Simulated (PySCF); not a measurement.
## Spinor energies of Fe²⁴⁺ (iron, charge +24)

Start: 1s2. Calculated with PySCF 2.14 in an uncontracted even-tempered set (17 s from 3 bohr⁻², ratio 2.6; 11 p from 3.8 bohr⁻², ratio 2.6; 6 d from 3.9 bohr⁻², ratio 2.8; 3 f from 180 bohr⁻², ratio 2.8): generalised Hartree-Fock with the X2C-1e Hamiltonian and a Gaussian nucleus; spin-orbit coupling (SO) screened by Boettger's factors.

```tsv
spinor shell	electrons	ε, screened SO (eV)	weight of nominal j (screened SO)	rms radius, screened SO (bohr)
1s1/2	2	-8835.2	1.000	0.0667
```

```
   quantity  screened SO
E (hartree)   -665.72113
        M_J            0
       ⟨J²⟩        0.000
       ⟨L²⟩        0.000
       ⟨S²⟩        0.000
```
